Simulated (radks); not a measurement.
Q: Valence configurations of Eu IV (all share [Xe]). All-electron calculation, non-relativistic Kohn-Sham, PBE, spin-unpolarised, spherical densities, point nucleus; relativity is left out, which matters for an element this heavy. Program: a radial shooting solver on a logarithmic mesh with Libxc functionals. Order these by energy: 4f6; 4f3.5 5d1.5 6s1; 4f4.5 6s0.5 6p1; 4f4 6s2; 4f4.5 6s1.5; 4f5 6s1; 4f5 5d1; 4f4 5d2; 4f5 6p1; 4f3.5 5d2.5.

A: From the lowest, in eV above it: 4f6 0.000; 4f5 5d1 14.657; 4f5 6s1 20.192; 4f5 6p1 24.774; 4f4.5 6s1.5 33.801; 4f4 5d2 35.393; 4f4.5 6s0.5 6p1 38.580; 4f3.5 5d2.5 48.238; 4f4 6s2 49.932; 4f3.5 5d1.5 6s1 55.581. NIST lists [Xe] 4f6 as the ground configuration; this level of theory agrees among the configurations tried. The energies are those of spherical spin-averaged densities, not of single terms. Relativity is left out, which favours d and f over s occupation in heavy atoms.
